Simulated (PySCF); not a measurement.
Cartesian coordinates in Å; atom numbers follow the order of the lines, from 1:
```xyz
19

C     1.500   -1.924    0.487
C     1.301   -0.608    0.395
C     0.626    0.083   -0.754
C    -0.523    0.939   -0.335
C    -0.737    2.290   -0.468
N    -1.944    2.650    0.067
C    -2.459    1.543    0.523
N    -1.649    0.448    0.315
Si   -2.029   -1.206    0.856
H     1.176   -2.606   -0.307
H     1.998   -2.368    1.353
H     1.632    0.046    1.211
H     1.349    0.745   -1.259
H     0.312   -0.664   -1.504
H    -0.073    3.017   -0.936
H    -3.428    1.450    1.015
H    -3.502   -1.194    1.073
H    -1.332   -1.545    2.125
H    -1.663   -2.167   -0.219
```

Fast rotation and ring inversion assumed for equivalent nuclei, one conformer, no solvent, non-relativistic Hamiltonian. PBE0-D3(BJ)/def2-SVP structure; GIAO KT3/pcSseg-1 shieldings; PySCF 2.14.0 with density-fitted response routines.

Problem. Predict the 2D correlation tables (HSQC, COSY, HMBC).

Solution. 

HSQC (one-bond C–H):
```csv
δH,δC
7.10 (H16),133.5 (C7)
6.85 (H15),125.0 (C5)
5.74 (H12),135.7 (C2)
5.38 (H10),114.3 (C1)
5.23 (H11),114.3 (C1)
3.51 (H13/H14),35.5 (C3)
```

COSY cross peaks (H two or three bonds apart, from the bond graph; peaks can be absent where the dihedral angle is near 90°):
```csv
δH,δH
5.74 (H12),5.38 (H10)
5.74 (H12),5.23 (H11)
5.74 (H12),3.51 (H13/H14)
5.38 (H10),5.23 (H11)
```

HMBC (two and three bonds, from the bond graph):
```csv
δH,δC
7.10 (H16),"125.4 (C4), 125.0 (C5)"
6.85 (H15),"133.5 (C7), 125.4 (C4), 35.5 (C3)"
5.74 (H12),"125.4 (C4), 114.3 (C1), 35.5 (C3)"
5.38 (H10),"135.7 (C2), 35.5 (C3)"
5.23 (H11),"135.7 (C2), 35.5 (C3)"
4.84 (H17/H18/H19),"133.5 (C7), 125.4 (C4)"
3.51 (H13/H14),"135.7 (C2), 125.4 (C4), 125.0 (C5), 114.3 (C1)"
```

Referencing at the same level of theory: TMS for $^{1}$H (31.32 ppm) and $^{13}$C (182.31 ppm).

Short H···H contacts in this conformer between protons four or more bonds apart (candidates for NOE cross peaks, intensity ∝ r⁻⁶): H10···H14 2.44 Å, H16···H17 2.65 Å, H13···H15 2.70 Å, H14···H19 2.79 Å.

Shifts are as computed, not scaled to solution data. Of 1309 compounds with measured shifts, 239 miss one by over three times the rms of a fit or turn the order of signals round; such compounds aren't used in these exercises.
